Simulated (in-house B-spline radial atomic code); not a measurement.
A fraction x of an electron is moved 4p → 4d in Tc IV (Tc3+), starting from [Kr] 4d4 and keeping the highest spin. Computed with a radial B-spline atomic code at the basis-set limit: scalar-relativistic (X2C) Hartree-Fock with fractional occupations, spin-polarised, spherical fractional occupations, Fermi nucleus of rms radius 4.41117 fm.

Caution: exact exchange at fractional occupations of open shells leaves self-interaction of up to several eV.

```tsv
x	E(x) - E(0) (eV)	4p down level (eV)	4d up level (eV)
0	0.0000	-82.359	-40.212
0.125	5.1704	-81.420	-40.842
0.25	10.1445	-80.476	-41.470
0.375	?	?	?
0.5	19.5016	-78.570	-42.722
0.625	?	?	?
0.75	28.0670	-76.642	-43.969
0.875	32.0516	-75.671	-44.590
1	35.8369	-74.695	-45.210
```

Task: What belongs in the row x = 0.375?

Result: An energy change of 14.9218 eV; 4p down at -79.526 eV, 4d up at -42.097 eV.

Task: What belongs in the row x = 0.625?

Result: An energy change of 23.8835 eV; 4p down at -77.608 eV, 4d up at -43.346 eV.

Task: Check Janak's theorem between x = 0.125 and 0.25.

Result: The slope of the energy is 39.79 eV; the orbital levels give 39.79 eV (ε of the receiving orbital less ε of the emptying one, averaged over the two points).
